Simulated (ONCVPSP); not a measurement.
# Before and after: ONCV potential for nitrogen

* Element: N (Z = 7)
* Generator: ONCVPSP 4.0.1
* Type: optimised norm-conserving Vanderbilt (ONCV)
* Functional: LDA (Perdew-Zunger)
* Relativity: scalar-relativistic
* Frozen core: [He]
* Valence charge: 5
* Reference configuration: 2s2 2p1 (charge +2)
* Partial waves: 2s: rc 0.95 bohr, ncon 5, nbas 8, qcut 7.3 1/bohr, 1 projector; 2p: rc 2.25 bohr, ncon 4, nbas 7, qcut 7 1/bohr, 2 projectors, debl 2.6 Ha
* Local potential: polynomial inside 0.60 bohr (lpopt 5, dvloc0 6 Ha)
* Core correction: Teter function, fcfact 4.5, rcfact 1.25

In the p channel the program set the typed energies aside and used -1.382, 0.050 Ha.

All-electron outer shells of the reference configuration (LDA (Perdew-Zunger), scalar-relativistic, ld1.x):

| shell | level (eV) | outermost node (bohr) | outermost maximum (bohr) |
| --- | --- | --- | --- |
| 1s | -420.63 | – | 0.15 |
| 2s | -48.89 | 0.32 | 0.96 |
| 2p | -37.62 | – | 0.85 |

Change: p: qcut 4.4.

Cutoffs: the cutoffs (Ha) at which the residual kinetic energy of the hardest occupied pseudo-wave falls to 1 and 0.1 mHa per electron; they do not see the model core or the augmentation charge, which bear on the density cutoff. Errors are all-electron minus pseudo energies relative to the spin-unpolarised reference configuration.

Task: How do hardness, ghosts and transferability respond?

Result: The potential gets neither clearly harder nor softer (42 Ha and 135 Ha → 42 Ha and 135 Ha); the number of tests with a reliable result goes from 4 to 3; of the 3 tests that both files solve, the error grows in 3 and shrinks in 0 by more than 15 % and 0.3 meV (median size 579.6 → 1017.7 meV); the range in which the p phases agree narrows (upper end 3.6 → 2.3); neither file shows a bound ghost.

| quantity | base | changed |
| --- | --- | --- |
| cutoff, loose | 42 Ha | 42 Ha |
| cutoff, tight | 135 Ha | 135 Ha |
| loose cutoff by channel | s 42 Ha, p 16 Ha | s 42 Ha, p 18 Ha |
| bound ghosts | none | none |
| GHOST(+) flags under 300 eV | none | none |
| tests with a reliable result | 4 of 4 | 3 of 4 |
| error for 2s2 2p2, meV [ΔE -28.97 eV] | +299 | +574 |
| error for 2s2 2p0, meV [ΔE 47.16 eV] | +580 | +1018 |
| error for 2s1 2p0, meV [ΔE 124.64 eV] | +1377 | +2359 |
| s: phases at 0.96 bohr within 0.05 rad from the reference energy up to (Ha; the scan ends near 5) | 4.3 | 4.3 |
| p: phases at 2.29 bohr within 0.05 rad from the reference energy up to (Ha; the scan ends near 5) | 3.6 | 2.3 |
| rms error of d²Exc/dni dnj with the model core, mHa | 3.60 | 1.87 |
